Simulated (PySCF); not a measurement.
C3H5F3. Atoms are numbered in the order given.

```xyz
11

C     -1.9119     0.2880    -0.0335
C     -0.5226     0.2933     0.5704
F     -0.3108    -0.8864     1.2570
C      0.5718     0.4409    -0.4772
F      1.7907     0.4039     0.1124
F      0.5074    -0.5742    -1.3772
H     -2.0024    -0.5409    -0.7502
H     -2.6617     0.1579     0.7593
H     -2.1179     1.2344    -0.5576
H     -0.4013     1.1279     1.2852
H      0.4735     1.3975    -1.0241
```
Charge 0, spin multiplicity 1.

Geometry: B3LYP-D3(BJ)/def2-SVP. The structure was generated by enumeration; whether it is a known compound was not checked. One conformer was computed; it need not be the lowest.

The numbers are results of PBE/pcSseg-1 in PySCF, not measurements.

GIAO shieldings, no solvent; atoms listed in one row are averaged. δ = σ(ref) − σ: ¹³C against TMS (σ = 182.0 ppm); ¹⁹F against CFCl3 (σ = 133.6 ppm); ¹H against TMS (σ = 31.49 ppm), references at their B3LYP-D3(BJ)/def2-TZVP geometries, non-relativistic.

Computed chemical shifts:
```tsv
nucleus	atoms	count	δ (ppm)
¹³C	C4	1	126.7
¹³C	C2	1	95.2
¹³C	C1	1	19.1
¹⁹F	F5	1	-164.7
¹⁹F	F6	1	-183.3
¹⁹F	F3	1	-252.0
¹H	H11	1	6.07
¹H	H10	1	4.94
¹H	H7, H8, H9	3	1.64
```
